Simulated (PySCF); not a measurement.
A PySCF script (with the pyscf-properties extension) for the NMR shieldings of `B[C@@H](CCl)C(=C)CC`, C₆H₁₂BCl, on a GFN2-xTB geometry:

```python
import basis_set_exchange as bse
import numpy as np
from pyscf import gto, dft
from pyscf.prop import nmr

atoms = """
B    -1.185208   -1.422105   -0.695434
C    -1.272509    0.136519   -0.503995
C    -2.350201    0.701926    0.391037
Cl   -1.956917    2.384979    0.883887
C     0.095272   -0.008152    0.136529
C     0.250441   -0.605679    1.320381
C     1.236165    0.532666   -0.681111
C     2.631995    0.190747   -0.174696
H    -0.581912   -1.860484   -1.595340
H    -1.748335   -2.135726    0.037361
H    -1.189538    0.756858   -1.395782
H    -2.470184    0.136368    1.312508
H    -3.302874    0.753705   -0.135401
H     1.217949   -0.730136    1.774333
H    -0.583346   -0.943498    1.908120
H     1.128395    0.171592   -1.707263
H     1.124046    1.621719   -0.713008
H     2.772023   -0.886901   -0.128968
H     2.802317    0.611285    0.813465
H     3.377271    0.604993   -0.849659
"""
names = dict.fromkeys(["B", "C", "Cl", "H"], "pcSseg-1")
basis = {el: gto.basis.parse(bse.get_basis(n, elements=[el], fmt="nwchem")) for el, n in names.items()}
mol = gto.M(atom=atoms, basis=basis, charge=0, verbose=0)
mf = dft.RKS(mol, xc="PBE0")
mf.grids.level = 2
mf.grids.alignment = dft.numint.BLKSIZE   # the property module wants whole blocks of grid points
mf.conv_tol = 1e-9
mf.kernel()

calc = nmr.RKS(mf)   # GIAO
C = mf.mo_coeff
Co = C[:, mf.mo_occ > 0]
resp = mf.gen_response(singlet=True, hermi=2)
def vind(x):   # induced exchange potential for any number of trial vectors
    d = np.einsum("pi,xij,qj->xpq", C, 2 * x.reshape(-1, C.shape[1], Co.shape[1]), Co, optimize=True)
    return np.einsum("xpq,pi,qj->xij", resp(d - d.transpose(0, 2, 1)), C, Co, optimize=True).ravel()
mo1, _ = nmr.rhf.solve_mo1(calc, with_cphf=vind)
sigma = calc.kernel(mo1)
for i, s in enumerate(sigma):   # ppm
    print("%2d %-2s %9.2f" % (i, mol.atom_pure_symbol(i), np.trace(s) / 3))
```

Question: What does it print?

Answer: 
```
 0 B      66.31
 1 C     129.67
 2 C     130.38
 3 Cl    850.66
 4 C      47.46
 5 C      56.70
 6 C     150.80
 7 C     174.20
 8 H      27.51
 9 H      27.01
10 H      28.61
11 H      27.93
12 H      27.61
13 H      25.69
14 H      26.23
15 H      29.66
16 H      29.25
17 H      30.78
18 H      30.43
19 H      30.45
```

These numbers come from an equivalent density-fitted implementation of the same equations, which agrees with the script to about 0.01 ppm for H and up to a few tenths of a ppm for heavy atoms, so last digits may differ.

Size and cost of the density-fitted run: 203 basis functions, 68 s wall time on 1 thread of an Arm Neoverse N1, shared host; peak memory 0.9 GiB.
